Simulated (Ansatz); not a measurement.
Potential energy curve for NaBr, singlet.

Level of theory: Ansatz (a program for electronic structure) with full CI/cc-pVDZ, cores with 3d frozen.

Task: Relative to R = 2.59 Å, what are the energies at R = 2.02, 2.77, 3.73, 4.07 Å?

Result: 1.588 eV at 2.02 Å, 0.097 eV at 2.77 Å, 1.336 eV at 3.73 Å, 1.765 eV at 4.07 Å.
